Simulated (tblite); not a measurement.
C5H5FN (doublet state).
Bonds: C1–C2 (double), C2–C3, C3–F4, C3–C5, C5–C6, C6–N7 (triple). Hydrogens: H8, H9 on C1; H10 on C2; H11, H12 on C5.

Computed geometry: GFN2-xTB, gas phase. This method treats the open shell by occupation alone, without spin polarisation.

(1) What internal coordinates does the optimisation give?

Results:

(1) 
```tsv
bond	length (Å)
C1=C2	1.366
C2–C3	1.379
C3–F4	1.351
C3–C5	1.495
C5–C6	1.448
C6≡N7	1.142
C1–H8	1.073
C1–H9	1.075
C2–H10	1.082
C5–H11, C5–H12	1.095
```

Bonds in one row agree within 0.01 Å and their mean is given. A selection of angles:
```tsv
angle	degrees
C2–C1–H8	120.6
C2–C1–H9	122.1
H8–C1–H9	117.2
C1–C2–C3	125.2
C1–C2–H10	119.2
C3–C2–H10	115.6
C2–C3–F4	118.3
C2–C3–C5	127.5
F4–C3–C5	114.2
C3–C5–C6	110.2
C3–C5–H11	109.4
C3–C5–H12	110.9
C6–C5–H11	108.8
C6–C5–H12	108.3
H11–C5–H12	109.2
C5–C6–N7	178.9
```

Dihedral angles: C1–C2–C3–F4 179° (antiperiplanar); C2–C3–C5–C6 67° (synclinal). The mirror-image conformer, all signs reversed, is as good.

C1 (carbon bonded to C and 2 H) is planar (angles 122.1°, 120.6° and 117.2°, sum 360.0°, 0.01 Å off the plane of its three neighbours). The C–C distances run from 1.366 Å (C1=C2, drawn double in one of several resonance forms) to 1.495 Å (C3–C5, drawn single), a spread of 0.129 Å. Of the pairs four or more bonds apart, C5···H9 is among the closest relative to their van der Waals radii: 2.82 Å, 97 % of the sum of Bondi's values. C3 (carbon bonded to 2 C and F) is planar (angles 127.5°, 118.3° and 114.2°, sum 360.0°, 0.01 Å off the plane of its three neighbours). C2 (carbon bonded to 2 C and H) is planar (angles 125.2°, 119.2° and 115.6°, sum 360.0°, 0.00 Å off the plane of its three neighbours).

Point group: C1 (no symmetry element, even within 0.4 Å). Its GFN2-xTB frequencies are all real (lowest 36 cm⁻¹). 3 starts were optimised and ended at 0.00, 0.71 and 1.46 kcal/mol (GFN2-xTB); the lowest of these is shown.

Time: 0.38 s. Hardware: one thread, Arm Neoverse V1 (aarch64), no GPU, shared host. That covers the optimisation of the geometry.
